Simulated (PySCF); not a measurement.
Bonding in `O=Cc1ccccn1`

Species: C6H5NO.
Atom-mapped SMILES: `[O:1]=[CH:2][c:3]1[cH:4][cH:5][cH:6][cH:7][n:8]1` (hydrogens: H9 on C2; H10 on C4; H11 on C5; H12 on C6; H13 on C7)

Cartesian coordinates in Å at the PBE0-D3(BJ)/def2-SVP level; atoms count from 1:
```xyz
13
C6H5NO angstrom
O      3.0907    0.3180   -0.5997
C      2.2848   -0.5383   -0.3412
C      0.8362   -0.2759   -0.1119
C      0.3391    1.0287   -0.1788
C     -1.0202    1.2238    0.0363
C     -1.8158    0.1116    0.3064
C     -1.2156   -1.1495    0.3516
N      0.0814   -1.3449    0.1481
H      2.5542   -1.6193   -0.2527
H      1.0292    1.8464   -0.3962
H     -1.4562    2.2249   -0.0057
H     -2.8890    0.2142    0.4808
H     -1.8189   -2.0396    0.5629
```

Bond orders from the PBE0/pcSseg-1 density (PySCF). One conformer (not necessarily the lowest) at the PBE0-D3(BJ)/def2-SVP geometry, without solvent, vibrations or thermal averaging.

Question: How far do the computed orders between heavy atoms stray from the drawn ones?

Answer: The largest departure is 0.200, at C3–C4 (drawn aromatic, 1.300), counting aromatic bonds as 1.5. The bonds drawn aromatic range from 1.30 to 1.50.

Question: Set the Mayer orders of the bonds between heavy atoms beside their lengths.

Answer: 
```tsv
bond	drawn as	length (Å)	Mayer order
O1–C2	double	1.204	2.015
C2–C3	single	1.490	0.986
C3–C4	aromatic	1.398	1.300
C4–C5	aromatic	1.390	1.430
C5–C6	aromatic	1.394	1.414
C6–C7	aromatic	1.397	1.385
C7–N8	aromatic	1.327	1.498
N8–C3	aromatic	1.334	1.427
```

By pair of heavy elements: C–C: lowest C2–C3 (0.986, 1.490 Å), highest C4–C5 (1.430, 1.390 Å). C–N: lowest N8–C3 (1.427, 1.334 Å), highest C7–N8 (1.498, 1.327 Å).

Question: And the bonds to hydrogen?

Answer: C–H: 0.93 to 0.97 (5 bonds).

Question: Sum the orders of all bonds at each heavy atom with more than one neighbour and set the sums beside the valence in the SMILES.

Answer: C2 3.933 (drawn 4), C3 3.713 (drawn 4), C4 3.686 (drawn 4), C5 3.818 (drawn 4), C6 3.761 (drawn 4), C7 3.853 (drawn 4), N8 2.925 (drawn 3). Orders between atoms that aren't bonded are not in these sums.

The Mayer order sums products of elements of PS (density times overlap matrix) between the two atoms' basis functions, so it depends on the basis set.
